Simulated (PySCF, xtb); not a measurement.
H3O2, SMILES O[OH2+], charge +1.

Harmonic wavenumbers (cm⁻¹) from GFN2-xTB run with xtb at its own minimum, in rising order: 296, 974, 1051, 1053, 1239, 1316, 2950, 2981, 3288.

Q: What does PySCF with PBE-D3(BJ)/def2-TZVP give at its own minimum? (The exact figures need the calculation; the answer reports its results.)

A: 417, 832, 1015, 1127, 1424, 1581, 3384, 3454, 3493. Paired by order, the mean absolute difference is 215 cm⁻¹ and the zero-point energies are 21.7 and 23.9 kcal/mol.
